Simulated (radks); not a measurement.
Te30+, 22 electrons, occupied as [Ar] 3d4. Calculated with a radial shooting solver on a logarithmic mesh with Libxc functionals: scalar-relativistic Kohn-Sham, PBE, spin-unpolarised, spherical densities, point nucleus.

Normalised radial functions P(r) = r R(r), r in bohr:

```
   r/bohr * 1s, o 2s (the largest magnitude, 5.36, reaches the edge; | marks zero, & curves that meet)
 0.001676                             | o    *
 0.002081                             |  o    *
 0.002603                             |  o      *
  0.00323                             |   o       *
 0.004009                             |    o        *
 0.005016                             |    o          *
 0.006225                             |     o            *
 0.007788                             |      o             *
 0.009666                             |      o               *
  0.01209                             |       o                *
  0.01501                             |       o                  *
  0.01878                             |      o                   *
   0.0233                             |     o                   *
  0.02916                             |  o                    *
  0.03618                             o                   *
  0.04527                         o   |               *
  0.05618                     o       |          *
  0.06973                 o           |      *
  0.08724              o              |  *
   0.1083              o              |*
   0.1355                o            *
   0.1681                   o         *
   0.2103                       o     *
    0.261                          o  *
   0.3266                            o*
   0.4053                             &
   0.5071                             &
   0.6293                             &
   0.7873                             &
   0.9771                             &
```

1s: eigenvalue -32993 eV, 0 radial nodes, <r> = 0.0278 bohr, 90 % of the charge inside 0.0500 bohr. 2s: eigenvalue -6186.3 eV, 1 radial node at r = 0.0365 bohr, <r> = 0.119 bohr, 90 % of the charge inside 0.184 bohr.
